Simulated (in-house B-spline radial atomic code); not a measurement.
Configurations of Tm³⁺, with energies counted from [Xe] 4f12. Level of theory: scalar-relativistic (X2C) CAM-B3LYP, spin-polarised, spherical fractional occupations, exact exchange averaged over the configuration, Fermi nucleus of rms radius 5.2256 fm; calculated with an all-electron radial atomic-structure program (B-spline basis). Shells without spins written out take the highest spin.

Occupations are held fixed; configurations that lie above the ionisation limit could autoionise.

| configuration | E - E(ref) (eV) | highest orbital | its <r> (bohr) |
| --- | --- | --- | --- |
| [Xe] 4f11 6s1 | 13.538 | 6s up | 2.826 |
| [Xe] 4f11 6p1 | 20.035 | 6p up | 3.338 |
| [Kr] 4d10 4f13 5s2 5p5 | 22.989 | 4f down | 0.7739 |
| [Xe] 4f11 5f1 | 29.729 | 5f up | 4.151 |
| [Kr] 4d10 4f12 5s2 5p5 6d1 | 47.126 | 6d up | 4.577 |
| [Kr] 4d10 4f12 5s2 5p5 6f1 | 53.753 | 6f up | 7.382 |

Q: Order these further configurations by energy, lowest first.
A. [Xe] 4f11 6d1
B. [Kr] 4d10 4f12 5s2 5p5 6p1
C. [Xe] 4f11 6f1
D. [Kr] 4d9 4f12 5s2 5p6 6s1
E. [Kr] 4d10 4f12 5s2 5p5 5f1

A: A (28.068 eV), C (34.759 eV), B (39.172 eV), E (48.751 eV), D (185.62 eV).

Q: How far above the reference does [Kr] 4d9 4f12 5s2 5p6 6f1 lie?

A: 206.87 eV; its least bound orbital is 6f up with <r> = 7.333 bohr.
